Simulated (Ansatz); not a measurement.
Results of the Gaussian-basis code of Ansatz.

A structure relaxed at PBE0-D4/def2-TZVP, charge 0, multiplicity 1:

| atom | x (Å) | y (Å) | z (Å) |
| --- | --- | --- | --- |
| C1 | -1.1101 | -0.1865 | 1.6014 |
| N2 | -0.4816 | 0.0417 | 0.3138 |
| P3 | -0.0615 | 1.7017 | 0.0796 |
| C4 | 0.6544 | -0.8384 | 0.0311 |
| Al5 | 1.1765 | -0.4199 | -1.8366 |
| H6 | -1.9708 | 0.4768 | 1.7295 |
| H7 | -0.4253 | -0.0369 | 2.4514 |
| H8 | -1.4767 | -1.2153 | 1.6364 |
| H9 | -1.3080 | 2.1722 | -0.4361 |
| H10 | 0.4690 | 1.5439 | -1.2593 |
| H11 | 1.4690 | -0.7310 | 0.7685 |
| H12 | 0.3057 | -1.8760 | 0.1084 |
| H13 | 0.0911 | -0.6195 | -2.9782 |
| H14 | 2.6684 | -0.0129 | -2.2099 |

**Question.** Give its formula and SMILES.

**Answer.** C2H9AlNP, `CN(P)[CH2][AlH2]`.

**Question.** Point group (tolerance 0.08 Å, 0.16 Å for H)?

**Answer.** C1.

**Question.** Summarise the bond lengths by kind.

**Answer.** 2 × C–N 1.451 to 1.465 Å; 5 × C–H 1.093 to 1.104 Å; 1 × N–P 1.728 Å; 2 × H–P 1.429 to 1.449 Å; 1 × Al–C 1.984 Å; 2 × Al–H 1.588 to 1.591 Å.
